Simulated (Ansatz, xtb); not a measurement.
**Relaxing a trial structure of FH4InSn**

The starting geometry of this gas-phase singlet has its atoms placed at random.

```xyz
7

F    -1.3208    1.2965   -0.2112
In    1.0463   -0.6392    1.8472
Sn    0.7425    0.9542    0.0462
H    -0.7798    1.5413    1.2305
H     0.7560   -0.8223   -0.4434
H    -0.2577   -1.6162    0.8173
H     2.1392    0.0691    0.4539
```

Guess where an optimisation with r2SCAN-D4/def2-SVP ends from this start.

It ends as a structure with H4 bridging Sn3 and In2, H5 bridging Sn3 and In2, given below by its coordinates. Distances that change by over a tenth: In2–Sn3 (2.42 → 3.09 Å), In2–H6 (1.93 → 1.71 Å). Contacts that open: Sn3–H7 (1.70 → 4.11 Å). Contacts that close: In2–H4 (2.91 → 1.95 Å), In2–H5 (2.32 → 1.95 Å).

The energy falls by 6.94 eV over 17 steps:

| step | E − E(last) (eV) |
| --- | --- |
| 1 | 6.942 |
| 3 | 4.397 |
| 5 | 2.798 |
| 6 | 2.023 |
| 8 | 0.476 |
| 10 | 0.114 |
| 12 | 0.041 |
| 13 | 0.024 |
| 15 | 0.001 |
| 17 | 0.000 |

Final geometry (Å):

```yaml
atoms:
  - { symbol: F, position_ang: [-1.8158, 1.1025, -0.4651] }
  - { symbol: In, position_ang: [0.8826, -0.7139, 1.1106] }
  - { symbol: Sn, position_ang: [0.0260, 1.7968, -0.4728] }
  - { symbol: H, position_ang: [0.3443, 1.1468, 1.3654] }
  - { symbol: H, position_ang: [0.7737, -0.0158, -0.7108] }
  - { symbol: H, position_ang: [-0.4398, -1.7513, 1.4180] }
  - { symbol: H, position_ang: [2.5549, -0.7816, 1.4953] }
```

From the same start GFN2-xTB ends elsewhere, in pieces: FH2InSn + H2.

From so rough a start the end depends on the optimiser's path, so another program may land elsewhere. The end wasn't checked by frequencies. Atoms past krypton carry core potentials, without spin–orbit terms. Run with Ansatz 0.2.0, 23 s on 2 threads of Intel(R) Xeon(R) 6975P-C (Granite Rapids), on a shared host.
